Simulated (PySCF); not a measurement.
Computed Raman spectrum (relative Raman activity) of a molecule CH6FNSi. The structure is a stationary point at PBE0-D3(BJ)/def2-SVP. Other conformers were not sampled. Level of theory: PBE0-D3(BJ)/def2-SVP run with PySCF 2.14.0. Frequencies are harmonic and unscaled.

ν (cm⁻¹): 654 (vw), 777 (w), 818 (w), 873 (vw), 925 (w), 970 (vw), 1102 (vw), 1451 (w), 1464 (w), 1501 (w), 2270 (vs), 2278 (m), 3022 (vs), 3097 (s), 3138 (m), 3639 (s) (against the strongest line: vs over 80 %, s over 45 %, m over 15 %, w over 4 %, vw less)

Task: Identify the compound among the candidates.
A) CN[SiH2]F
B) NC[SiH2]F
C) C[Si@H](N)F
D) N[SiH2]CF

Result: A, CN[SiH2]F
